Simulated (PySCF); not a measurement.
Computed shifts of a molecule C3H6Si, PySCF with PBE0/pcSseg-1, GIAO, gas phase, equivalent atoms averaged, in ppm (number of nuclei): ²⁹Si: -65.0 (1). ¹³C: 107.1 (1), 88.5 (1), -3.4 (1). ¹H: 4.62 (2), 2.62 (1), 0.63 (3). References: ²⁹Si against TMS (σ = 352.7 ppm); ¹³C against TMS (σ = 186.3 ppm); ¹H against TMS (σ = 31.56 ppm), references at their B3LYP-D3(BJ)/def2-TZVP geometries, non-relativistic. The structure is a stationary point at r2SCAN-D4/def2-SVP. Other conformers were not sampled.

Q: Which molecule gave these data?
A) C#CC[SiH3]
B) C1=C[SiH2]C1
C) CC#C[SiH3]
D) C#C[SiH2]C

A: D, C#C[SiH2]C
